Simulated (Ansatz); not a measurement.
`BOCC(F)(F)F` → `BOCF` + `F[C]F` at 298.15 K and 1 bar (difluorocarbene loss).

Computed with Ansatz on PBE0-D4/def2-TZVP structures; ΔE is electronic, products minus reactants. CBS: MP2 limit from def2 TZ/QZ plus the TZ coupled-cluster correction, frozen cores. This one scheme is used for every species. Each species was taken in one conformer, which may not be the lowest.

```csv
species,CCSD(T)/CBS energy (Eh),H − E (kJ/mol),S (J/(mol·K))
`BOCC(F)(F)F`,-477.88455,204.4,350.6
`BOCF`,-240.23545,164.7,288.7
`F[C]F`,-237.54028,28.9,240.6
```

H − E and S are ideal-gas, rigid-rotor, harmonic terms from PBE0-D4/def2-TZVP, for one conformer and one mirror image of each species. 1 Eh = 2625.50 kJ/mol, R = 8.31446 J/(mol·K).

Problem. By hand: ΔE, ΔH, ΔS and ΔG.

Solution. ΔE = (-240.23545) + (-237.54028) − (-477.88455) = 0.10882 Eh = 285.7 kJ/mol. Δ(H − E) = 164.7 + 28.9 − 204.4 = -10.8, so ΔH = 274.9 kJ/mol. ΔS = 288.7 + 240.6 − 350.6 = 178.7 J/(mol·K). ΔG = 274.9 − 298.15 × (178.7)/1000 = 221.6 kJ/mol.

Problem. By hand: the equilibrium constant, and the temperature at which ΔG would vanish if ΔH and ΔS stayed fixed.

Solution. log₁₀ K = −ΔG/(RT ln 10) = -38.8. ΔG = 0 at ΔH/ΔS = 1538 K.

The number of gas molecules changes by +1, which sets the sign of ΔS. A doubt of 5 kJ/mol in ΔE shifts log₁₀ K by 0.9 here. Other conformers and mirror images would add mixing entropy, several J/(mol·K) or more a flexible species. These are equilibria of isolated gas molecules and say nothing of rates. Largest T1 diagnostic: 0.017 (customary marks: 0.02 for closed shells, 0.045 for open ones).
